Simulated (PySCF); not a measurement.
BHI₂, SMILES IBI.

Geometry optimised at B3LYP-D3(BJ)/def2-SVP. The def2 effective core potentials stand for the cores of I; spin–orbit coupling is left out.

Calculation: TDDFT-PBE0/def2-SVPD (PySCF).

Vertical excitations. Isolated molecule, no solvent. State labels are in the subgroup C2v.

```csv
state,symmetry,energy (eV),λ (nm),f,main pairs
S1,A2,3.82,324,0.000,HOMO→LUMO 100 %
S2,B1,4.00,310,0.000,HOMO−1→LUMO 100 %
S3,B2,4.65,267,0.155,HOMO−2→LUMO 94 %
S4,A1,5.62,220,0.023,HOMO−3→LUMO 93 %
S5,B2,5.91,210,0.094,HOMO→LUMO+1 91 %
S6,A2,6.07,204,0.000,HOMO−2→LUMO+1 90 %
S7,A1,6.08,204,0.009,HOMO−1→LUMO+1 93 %
S8,A2,6.21,200,0.000,HOMO−4→LUMO 90 %
S9,B1,6.73,184,0.000,HOMO−5→LUMO 99 %
S10,A1,6.92,179,0.038,HOMO→LUMO+2 88 %
T1,A2,3.66,339,0,HOMO→LUMO 100 %
T2,B1,3.77,329,0,HOMO−1→LUMO 98 %
T3,B2,3.80,327,0,HOMO−2→LUMO 99 %
T4,A1,4.34,286,0,HOMO−3→LUMO 99 %
```
Triplets are in the Tamm–Dancoff approximation, which puts them higher than full response would, so one can lie above its singlet here.
